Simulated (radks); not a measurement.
Results of a calculation; reference values are marked as such.
The lanthanum ion La2+ inside a hard spherical wall (all orbitals vanish at R), configuration held at [Xe] 5d1 and not refilled when levels cross. Code: a radial shooting solver on a logarithmic mesh with Libxc functionals. Model: scalar-relativistic Kohn-Sham, PBEsol, spin-unpolarised, spherical densities, finite nucleus; Fermi nuclear charge, rms radius 4.855 fm. Eigenvalues in eV, with the zero of energy where the potential of the charges vanishes at infinity; a dash marks a level that is unbound or too diffuse for the functional's potential to be trusted. A positive occupied level is held by the wall or, in an anion where self-interaction has pushed it up, behind a barrier. The pressure on the wall is -dE/dV.

R (bohr) = free: E (hartree) -8489.0122; kinetic (hartree) 8977.994; e(4d) -116.49; e(5s) -51.551; e(5p) -34.925; e(4f, empty) -17.014; e(5d) -14.661; e(6s, empty) -13.386; pressure (GPa) 0
R (bohr) = 15: E (hartree) -8489.0122; kinetic (hartree) 8977.994; e(4d) -116.49; e(5s) -51.551; e(5p) -34.925; e(4f, empty) -17.014; e(5d) -14.661; e(6s, empty) -13.386; pressure (GPa) < 0.0001
R (bohr) = 12: E (hartree) -8489.0122; kinetic (hartree) 8977.994; e(4d) -116.49; e(5s) -51.551; e(5p) -34.925; e(4f, empty) -17.014; e(5d) -14.661; e(6s, empty) -13.386; pressure (GPa) < 0.0001
R (bohr) = 7: E (hartree) -8489.0109; kinetic (hartree) 8978.006; e(4d) -116.42; e(5s) -51.489; e(5p) -34.868; e(4f, empty) -16.949; e(5d) -14.582; e(6s, empty) -13.057; pressure (GPa) 0.0949
R (bohr) = 6: E (hartree) -8489.0063; kinetic (hartree) 8978.041; e(4d) -116.26; e(5s) -51.351; e(5p) -34.738; e(4f, empty) -16.798; e(5d) -14.365; e(6s, empty) -12.259; pressure (GPa) 0.593
R (bohr) = 4: E (hartree) -8488.8427; kinetic (hartree) 8979.115; e(4d) -113.77; e(5s) -49.389; e(5p) -32.734; e(4f, empty) -14.436; e(5d) -10.621; e(6s, empty) -0.913; pressure (GPa) 47.6
R (bohr) = 3.5: E (hartree) -8488.5519; kinetic (hartree) 8980.858; e(4d) -110.93; e(5s) -47.192; e(5p) -30.258; e(4f, empty) -11.741; e(5d) -6.458; e(6s, empty) 10.398; pressure (GPa) 182
R (bohr) = 2.5: E (hartree) -8484.8726; kinetic (hartree) 8998.069; e(4d) -92.952; e(5s) -30.055; e(5p) -9.588; e(4f, empty) 6.032; e(5d) 23.698; e(6s, empty) 84.703; pressure (GPa) 3600
R (bohr) = 1.5: E (hartree) -8433.6532; kinetic (hartree) 9175.444; e(4d) -5.506; e(5s) 134.90; e(5p) 177.93; e(4f, empty) 103.88; e(5d) 243.15; e(6s, empty) 553.81; pressure (GPa) 174000
